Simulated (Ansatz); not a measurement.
System: SiH3S, charge 0, doublet. SiH3S (SMILES [S][SiH3], doublet).
B3LYP-D3(BJ)/def2-TZVP minimum from Ansatz (a first-principles code):
```xyz
5

Si     0.7639    -0.0041     0.6282
S     -0.8812    -0.0042    -0.7273
H      2.0365    -0.3542    -0.0418
H      0.8236     1.3977     1.1144
H      0.5434    -0.9192     1.7704
```
Charge 0, spin multiplicity 2.

Total energies in cc-pV(T+d)Z, 13 correlated electrons, 10 frozen orbitals. Open shells are spin-unrestricted; no spin-orbit coupling. Correlated methods leave the cores frozen. No relativity.

```json
[
 {"method": "HF", "program": "Ansatz", "energy (Eh)": "-688.24378", "minus CCSDT(Q) (mEh)": "328.07"},
 {"method": "MP2", "program": "Ansatz", "energy (Eh)": "-688.51488", "minus CCSDT(Q) (mEh)": "56.97"},
 {"method": "CCSD", "program": "Ansatz", "energy (Eh)": "-688.55830", "minus CCSDT(Q) (mEh)": "13.55"},
 {"method": "CCSD(T)", "program": "Ansatz", "energy (Eh)": "-688.56988", "minus CCSDT(Q) (mEh)": "1.97"},
 {"method": "CCSDT(Q)", "program": "Ansatz", "energy (Eh)": "-688.57185", "minus CCSDT(Q) (mEh)": "0.00"}
]
```

Rough core times of Ansatz's runs on a shared machine: CCSD(T) 50 s, CCSDT(Q) 20 min.
